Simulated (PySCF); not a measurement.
**Electronic structure of K⁺ (potassium, charge +1) at the r2SCAN level**

Configuration: [Ar], closed-shell 1S. Calculation: PySCF 2.14, in Sapporo-DKH3-DZP-2012 (6s5p1d, 26 functions); scalar relativity by spin-free X2C-1e.

- Total energy: -602.018 hartree
- One-electron energy: -822.830 hartree
- Hartree (Coulomb) energy: 254.298 hartree
- Exchange-correlation energy: -33.487 hartree
- ⟨S²⟩: 0.0000
- ⟨L²⟩: 0.000
- Sum of ⟨r⟩: 14.13 bohr
- Sum of ⟨r²⟩: 19.43 bohr²
- Langevin diamagnetic susceptibility: -15.4 ×10⁻⁶ cm³/mol
- Time after the integrals: 0.44 s of wall time on 1 thread of Neoverse-N1 (shared host)

```
shell  electrons  mean orbital energy (hartree)  rms radius, mean of both spins (bohr)
   1s          2                     -130.22747                                 0.0938
   2s          2                      -13.43825                                  0.420
   2p          6                      -10.66428                                  0.390
   3s          2                       -1.57299                                   1.37
   3p          6                       -0.93604                                   1.55
```

Densities and radii are taken from the X2C orbitals without a picture-change correction, which distorts them close to the nucleus.
